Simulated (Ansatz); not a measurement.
Reaction (atomization): `NB1CC1Br` → B• + Br• + 2 C• + 5 H• + N•

Gas-phase electronic energies from Ansatz, PBE0-D4/def2-TZVP geometries. CBS: MP2 limit from def2 TZ/QZ plus the TZ coupled-cluster correction, frozen cores. This one scheme is used for every species, atoms too. DFT in def2-TZVPP. No spin–orbit coupling; open shells (•) take unrestricted orbitals. Spin–orbit coupling would lower the free atoms: a little for B, C; clearly for Br. Bonds to Br are less sure, by a few kJ/mol each and by 10 to 20 or more in all where they break to atoms, as the def2 sets lack core-valence functions. Scalar relativity is left out up to krypton. One conformer a species, not always the lowest.

`NB1CC1Br`:

Cartesian coordinates in Å:
```
N 0.079 0.852 1.599
B 0.005 0.314 0.339
C 0.610 0.066 -1.045
C -0.696 -0.638 -0.626
Br -0.657 -2.536 -0.302
H 0.822 1.463 1.894
H -0.591 0.641 2.319
H 1.504 -0.547 -1.116
H 0.509 0.761 -1.874
H -1.585 -0.377 -1.187
```

```json
{"level": "BLYP-D4", "ΔE (kcal/mol)": "912.9"}
{"level": "BHLYP", "ΔE (kcal/mol)": "878.6"}
{"level": "SCS-MP2/def2-QZVPP", "ΔE (kcal/mol)": "911.7"}
{"level": "CCSD/CBS(def2)", "ΔE (kcal/mol)": "891.9"}
```

Task: What does CCSD(T)/CBS give? (Estimate.)

Result: Ansatz gave: +907.4 kcal/mol. The listed levels differ from it by 5.5, -28.8, 4.3, -15.5 kcal/mol.

Largest T1 diagnostic among the species: 0.014.

From PBE to PBE0 (25 % exact exchange), in def2-TZVPP and without D4, ΔE moves by −17.6 kcal/mol: exact exchange takes away binding that semilocal exchange gives to molecules. The D4 term adds +7.8 kcal/mol with B3LYP and +4.1 kcal/mol with PBE0; it sums over pairs of atoms, weighted by their polarisabilities, and B3LYP, whose exchange is more repulsive, gets the larger term. In def2-TZVPP, CCSD(T) changes the Hartree–Fock value by +229.2 kcal/mol (the triples alone add +15.5 kcal/mol) and MP2 by +250.5 kcal/mol; breaking electron pairs costs correlation energy, which Hartree–Fock lacks.

B3LYP here is the variant with VWN-RPA as its local correlation; programs differ in this.

For atomizations the MP2-based limit and the directly extrapolated one differ by several kJ/mol either way, and by 10 to 25 for some Ge, Se and Sn compounds, so smaller differences from it don't rank the levels.
